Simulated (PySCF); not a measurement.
Mo(S)2(OH)(SH) (H2MoOS3), SMILES [S]=[Mo](=[S])([OH])[SH], multiplicity 1.

Geometry optimised at PBE-D3(BJ)/def2-SVP. The spin state was assumed, not searched. The structure was generated by enumeration; whether it is a known compound was not checked. The def2 effective core potentials stand for the cores of Mo; spin–orbit coupling is left out. The values are those of a single conformer.

The numbers are results of PBE-D3(BJ)/def2-SVP run with PySCF 2.14.0, not measurements.

Frequencies are harmonic and unscaled.

```tsv
mode	ν (cm⁻¹)	IR (km/mol)	moving atoms (share of kinetic energy)
1	130	1.5	S 84 %, Mo 11 %
2	139	1.8	S 70 %, Mo 17 %, O 9 %
3	171	2.1	S 80 %, Mo 16 %
4	175	2.7	O 50 %, S 27 %, H 12 %, Mo 11 %
5	201	4.9	O 57 %, S 24 %, H 10 %, Mo 9 %
6	292	24.6	H 91 %
7	328	107.0	H 86 %, O 12 %
8	390	20.7	S 72 %, Mo 25 %
9	536	26.4	S 77 %, Mo 19 %
10	546	54.1	S 52 %, H 27 %, Mo 20 %
11	595	61.7	H 83 %
12	624	129.4	H 61 %, O 14 %, S 13 %, Mo 12 %
13	708	51.2	O 69 %, Mo 17 %, H 14 %
14	2584	3.9	H 97 %
15	3701	221.8	H 94 %
```
